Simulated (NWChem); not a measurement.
System: AlH2SeF; SMILES [F][AlH][SeH]

NWChem input:

```
start job
memory heap 200 mb stack 900 mb global 1100 mb
geometry units angstroms
  Al    -0.517589    -0.918515     0.785060
  F      0.533337    -1.752489     1.735335
  H     -1.964398    -1.338455     0.954386
  Se     0.090019     0.740682    -0.684241
  H     -1.284927     0.934836    -1.076487
end
basis spherical
  * library def2-svp
end
dft
  xc pbe0
  iterations 150
end
driver
  maxiter 120
end
task dft optimize
task dft freq
```

NWChem printed, in part:

```
             Northwest Computational Chemistry Package (NWChem) 7.3.0
             --------------------------------------------------------

 C1  symmetry detected

                             Geometry "geometry" -> ""
                             -------------------------

 Output coordinates in angstroms (scale by  1.889725989 to convert to a.u.)

  No.       Tag          Charge          X              Y              Z
 ---- ---------------- ---------- -------------- -------------- --------------
    1 Al                  13.0000    -0.48198185    -1.14216871    -0.00013361
    2 F                    9.0000     0.57812981    -2.39880862     0.00013096
    3 H                    1.0000    -1.93733598    -1.56669302    -0.00093471
    4 Se                  34.0000     0.12525897     1.07418555    -0.00006085
    5 H                    1.0000    -1.25887310     1.48185513     0.00356192

 Effective nuclear repulsion energy (a.u.)     213.6395226571

                                Z-matrix (autoz)
                                --------

 Units are Angstrom for bonds and degrees for angles

      Type          Name      I     J     K     L     M      Value
      ----------- --------  ----- ----- ----- ----- ----- ----------
    1 Stretch                  1     2                       1.64407
    2 Stretch                  1     3                       1.51601
    3 Stretch                  1     4                       2.29804
    4 Stretch                  4     5                       1.44292
    5 Bend                     1     4     5                91.08933
    6 Bend                     2     1     3               113.88938
    7 Bend                     2     1     4               124.52675
    8 Bend                     3     1     4               121.58387
    9 Torsion                  2     1     4     5        -179.84372
   10 Torsion                  3     1     4     5           0.17827

                           NWChem Geometry Optimization
                           ----------------------------

 maximum gradient threshold         (gmax) =   0.000450
 rms gradient threshold             (grms) =   0.000300
 maximum cartesian step threshold   (xmax) =   0.001800
 rms cartesian step threshold       (xrms) =   0.001200
 fixed trust radius                (trust) =   0.300000
 source of zmatrix                         =   autoz

          -------------------
          Energy Minimization
          -------------------

 Using diagonal initial Hessian
 Scaling for Hessian diagonals: bonds = 1.00  angles = 0.25  torsions = 0.10

          --------
          Step   0

                                 NWChem DFT Module
                                 -----------------

 Summary of "ao basis" -> "ao basis" (spherical)
 ------------------------------------------------------------------------------
       Tag                 Description            Shells   Functions and Types
 ---------------- ------------------------------  ------  ---------------------
 Al                         def2-svp                 8       18   4s3p1d
 F                          def2-svp                 6       14   3s2p1d
 H                          def2-svp                 3        5   2s1p
 Se                         def2-svp                12       32   5s4p3d

            General Information
            -------------------
          SCF calculation type: DFT
          Wavefunction type:  closed shell.
          No. of atoms     :     5
          No. of electrons :    58
           Alpha electrons :    29
            Beta electrons :    29
          Charge           :     0
          Spin multiplicity:     1
          Use of symmetry is: off; symmetry adaption is: off
          Maximum number of iterations: 150
          AO basis - number of functions:    74
                     number of shells:    32
          Convergence on energy requested:  1.00D-06
          Convergence on density requested:  1.00D-05
          Convergence on gradient requested:  5.00D-04

              XC Information
              --------------
                         PBE0 Method XC Functional
                     Hartree-Fock (Exact) Exchange  0.250
          PerdewBurkeErnzerhof Exchange Functional  0.750
            Perdew 1991 LDA Correlation Functional  1.000 local
           PerdewBurkeErnz. Correlation Functional  1.000 non-local

[...]

      ----------------------
      Optimization converged
      ----------------------

  Step       Energy      Delta E   Gmax     Grms     Xrms     Xmax
  ---- ---------------- -------- -------- -------- -------- --------
@    9   -2744.19121487 -4.9D-09  0.00002  0.00001  0.00018  0.00035
                                     ok       ok       ok       ok

                                Z-matrix (autoz)
                                --------

 Units are Angstrom for bonds and degrees for angles

      Type          Name      I     J     K     L     M      Value     Gradient
      ----------- --------  ----- ----- ----- ----- ----- ---------- ----------
    1 Stretch                  1     2                       1.66449    0.00000
    2 Stretch                  1     3                       1.57410   -0.00002
    3 Stretch                  1     4                       2.30158    0.00001
    4 Stretch                  4     5                       1.47253   -0.00001
    5 Bend                     1     4     5                90.49350   -0.00000
    6 Bend                     2     1     3               119.14046    0.00000
    7 Bend                     2     1     4               116.39112   -0.00000
    8 Bend                     3     1     4               124.46842    0.00000
    9 Torsion                  2     1     4     5        -179.99817    0.00000
   10 Torsion                  3     1     4     5          -0.00633   -0.00000

                         Geometry "geometry" -> "geometry"
                         ---------------------------------

 Output coordinates in angstroms (scale by  1.889725989 to convert to a.u.)

  No.       Tag          Charge          X              Y              Z
 ---- ---------------- ---------- -------------- -------------- --------------
    1 Al                  13.0000    -0.53378027    -1.15696937     0.00001988
    2 F                    9.0000     0.65985641    -2.31703582    -0.00076583
    3 H                    1.0000    -2.04166940    -1.60868859    -0.00012895
    4 Se                  34.0000     0.16948537     1.03452994     0.00154577
    5 H                    1.0000    -1.22869426     1.49653417     0.00189284

 Effective nuclear repulsion energy (a.u.)     213.9333928293

                Final and change from initial internal coordinates
                --------------------------------------------------

                                Z-matrix (autoz)
                                --------

 Units are Angstrom for bonds and degrees for angles

[...]

 Rotational Constants
 --------------------
 A=   0.720821 cm-1  (  1.037078 K)
 B=   0.074211 cm-1  (  0.106771 K)
 C=   0.067284 cm-1  (  0.096805 K)

 Temperature                      =   298.15K
 frequency scaling parameter      =   1.0000

 Zero-Point correction to Energy  =   11.203 kcal/mol  (  0.017853 au)
 Thermal correction to Energy     =   14.253 kcal/mol  (  0.022713 au)
 Thermal correction to Enthalpy   =   14.845 kcal/mol  (  0.023657 au)

 Total Entropy                    =   72.968 cal/mol-K
   - Translational                =   40.410 cal/mol-K (mol. weight = 126.9139)
   - Rotational                   =   25.597 cal/mol-K (symmetry #  =        1)
   - Vibrational                  =    6.961 cal/mol-K

 Cv (constant volume heat capacity) =   14.932 cal/mol-K
   - Translational                  =    2.979 cal/mol-K
   - Rotational                     =    2.979 cal/mol-K
   - Vibrational                    =    8.973 cal/mol-K

[normal modes left out]

 ----------------------------------------------------------------------------
 Normal Eigenvalue ||           Projected Infra Red Intensities
  Mode   [cm**-1]  || [atomic units] [(debye/angs)**2] [(KM/mol)] [arbitrary]
 ------ ---------- || -------------- ----------------- ---------- -----------
    1       -0.000 ||    0.000039           0.001         0.038       0.009
    2        0.000 ||    0.002478           0.057         2.415       0.556
    3        0.000 ||    0.000092           0.002         0.090       0.021
    4        0.000 ||    0.000148           0.003         0.144       0.033
    5        0.000 ||    0.002823           0.065         2.752       0.634
    6        0.000 ||    0.000349           0.008         0.341       0.078
    7      163.513 ||    0.011546           0.266        11.256       2.591
    8      248.715 ||    0.000661           0.015         0.645       0.148
    9      392.466 ||    0.022357           0.516        21.794       5.018
   10      470.897 ||    0.128938           2.975       125.695      28.939
   11      583.208 ||    0.060627           1.399        59.102      13.607
   12      665.363 ||    0.138319           3.191       134.841      31.044
   13      868.048 ||    0.146207           3.373       142.530      32.815
   14     1996.607 ||    0.147253           3.397       143.550      33.049
   15     2451.375 ||    0.006496           0.150         6.332       1.458
 ----------------------------------------------------------------------------
```

Level: PBE0/def2-SVP. This build's default masses of Se (78.918 u) and Br (79.917 u) are each other's, which moves their modes by up to 0.6 %.
